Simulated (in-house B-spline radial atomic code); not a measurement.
# Ionising Nb VIII (Nb7+) with different functionals

Computed with a B-spline radial code for spherical atoms: four-component Dirac-Coulomb Hamiltonian, Fermi nucleus of rms radius 4.324 fm, spin-restricted, spherical fractional occupations for the functionals. The ionisation energy is the difference of two self-consistent energies, [Ar] 3d10 4s2 4p4 → [Ar] 3d10 4s2 4p3, without Breit or QED terms; ε is the level of the shell that loses the electron (mean over j). The electron is taken from both j subshells in proportion to 2j + 1, so the result is a j average, not the step between ground levels.

Hybrids are left out here: with spherical fractional occupations of an open shell their exact exchange keeps a self-interaction that integer-occupation calculations don't have.

```tsv
method	rung	ΔSCF (eV)	-ε(4p) (eV)
LDA VWN5	LDA	?	?
relativistic LDA	LDA	139.76	130.31
LDA PW92	LDA	139.82	130.36
LDA exchange-only	LDA	137.98	128.53
PBE	GGA	139.55	130.14
PBEsol	GGA	139.57	130.15
BLYP	GGA	139.42	129.98
RPBE	GGA	139.50	130.09
PW91	GGA	139.69	130.26
BP86	GGA	139.71	130.28
AM05	GGA	?	?
OLYP	GGA	139.84	130.45
```

(1) What does AM05 give?

(2) What does LDA VWN5 give?

(3) How do they compare with the NIST value?

Answers

(1) ΔSCF 139.59 eV, and -ε(4p) = 130.16 eV.

(2) ΔSCF 139.83 eV, and -ε(4p) = 130.37 eV.

(3) NIST lists 136 eV ± 2.1 (tabulated theory, ground level to ground level). Errors run from +1.98 to +3.84 eV; all lie within about twice that uncertainty, so the table can't rank the methods.
